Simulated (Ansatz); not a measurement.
Input file for Ansatz (a quantum-chemistry and plane-wave program): R-CCSD(T)/cc-pV(D+d)Z on C2H6BCl (SMILES CB(C)Cl), a point of a torsion scan. Files ending in .json are basis or fitting sets from the Basis Set Exchange.

Ansatz 0.2 input:
```yaml
crystal:
  periodic: [false, false, false]
  atoms:
    - {symbol: C, position_ang: [-1.35909982, -0.39267858, 0.11145223]}
    - {symbol: B, position_ang: [-0.26050981, 0.72125227, 0.32972307]}
    - {symbol: C, position_ang: [-0.10244463, 1.97718701, -0.61568728]}
    - {symbol: Cl, position_ang: [0.85180477, 0.53071787, 1.62178352]}
    - {symbol: H, position_ang: [-1.77380003, -0.76032394, 1.04783480]}
    - {symbol: H, position_ang: [-0.90953825, -1.25758639, -0.37755882]}
    - {symbol: H, position_ang: [-2.18160033, -0.06519939, -0.51877555]}
    - {symbol: H, position_ang: [0.01132486, 2.90023809, -0.04981011]}
    - {symbol: H, position_ang: [0.80450930, 1.88424678, -1.21356877]}
    - {symbol: H, position_ang: [-0.93228052, 2.10513866, -1.30518694]}
basis:
  gaussian:
    orbitals: cc-pV_D+d_Z.json
magnetization: {spin_polarized: false}
correlation: {method: ccsd_t, electrons: outside_noble_gas}
scf: {lower_state_search: off}
```

Program output:

```
WARN ansatz: RAYON_NUM_THREADS=1 ignored (pool sized by the plan → 1); use --threads N
Functional definition: HF
these checks for a lower state are left out or cut short: stability, starts, cluster_reference, orbital_swaps, neighbouring_geometries, increment
integrals: 0.11 GiB planned
889 factors; integrals over basis functions are off by at most 9.0e-4 eV
mean field: 0.24 GiB planned
mean field evaluation 1: about -15330.7393 eV, gradient 2.9e1 eV
mean field evaluation 2: about -15330.8561 eV, gradient 2.9e1 eV
mean field evaluation 4: about -15333.2136 eV, gradient 2.5e0 eV
mean field evaluation 8: about -15333.2423 eV, gradient 1.4e-1 eV
mean field -15333.24241790 eV, -563.4862656129 hartree, gradient 7.5e-7 eV, S^2 0.000000; 0 other end points of the search recorded, 0 dependent functions left out
8 core orbitals not correlated
reference -15333.24241790 eV, -563.4862656129 hartree; 12, 12 occupied and 75, 75 virtual orbitals, 889 factors
second order -13.89949572 eV of doubles, -0.00000000 eV of singles
coupled cluster: 0.32 GiB planned
cycle   1  -14.94232924 eV  change    -1.0e0 eV  update   7.6e-2
cycle   2  -15.30152352 eV  change   -3.6e-1 eV  update   2.2e-2
cycle   3  -15.35388861 eV  change   -5.2e-2 eV  update   9.4e-3
cycle   4  -15.35318223 eV  change    7.1e-4 eV  update   2.8e-3
cycle   5  -15.35243917 eV  change    7.4e-4 eV  update   1.0e-3
cycle   6  -15.35228968 eV  change    1.5e-4 eV  update   3.0e-4
cycle   7  -15.35227359 eV  change    1.6e-5 eV  update   9.3e-5
cycle   8  -15.35228126 eV  change   -7.7e-6 eV  update   2.6e-5
perturbative correction -0.42103460 eV, -0.0154727363 hartree
Total energy: -15349.01573377 eV, -564.0659242794 hartree
Checks for a lower state left out: stability, starts, cluster_reference, orbital_swaps, neighbouring_geometries, increment
```

Self-consistency was reached.

Cost: around 12 core-seconds (rough).
